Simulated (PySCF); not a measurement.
**Potential energy of RbP along the bond**

Set-up: PySCF, scalar-relativistic core potentials, basis sets Rb def2-SVPD with ECP28, P def2-SVPD. Energies in eV from Rb + P in their ground configurations at the same level. State: ³Σ⁻ (triplet), unpaired electrons π ↑↑.

All columns are PBE0. A positive dipole means Rb(−)P(+).

```
R (Å)  E (eV)  μ (D)  Mulliken charge on Rb (basis-dependent)  HOMO (eV)  LUMO (eV)  Mayer bond order  ⟨S²⟩
2.749  -0.795  -7.75                                     0.50      -3.57      -1.30              0.86  2.02
2.877  -1.036  -8.13                                     0.50      -3.56      -1.20              0.86  2.02
3.005  -1.165  -8.46                                     0.49      -3.54      -1.26              0.86  2.03
3.101  -1.209  -8.68                                     0.48      -3.51      -1.30              0.87  2.03
3.197  -1.220  -8.87                                     0.47      -3.48      -1.34              0.87  2.04
3.293  -1.206  -9.03                                     0.45      -3.45      -1.39              0.88  2.05
3.421  -1.162  -9.19                                     0.43      -3.40      -1.44              0.88  2.06
3.581  -1.079  -9.29                                     0.40      -3.35      -1.51              0.87  2.10
3.772  -0.960  -9.24                                     0.37      -3.30      -1.59              0.85  2.15
4.028  -0.797  -8.93                                     0.32      -3.25      -1.67              0.80  2.25
```

A fit through these points gives, at Re = 3.187 Å, μ = -8.85 D and dμ/dR = -1.88 D/Å; the reduced mass is 22.7 u.

Problem. How strong is the fundamental in the double-harmonic approximation, I = 42.26·(dμ/dR)²/μred km/mol?

Solution. I = 42.26·(-1.88)²/22.7 = 6.58 km/mol at PBE0.

⟨S²⟩ of the unrestricted solution departs from its pure value on part of the curve, where spin states mix. Spin–orbit coupling is left out. The state is the lowest determinant that a PBE0 search found; another state may lie lower at other levels.
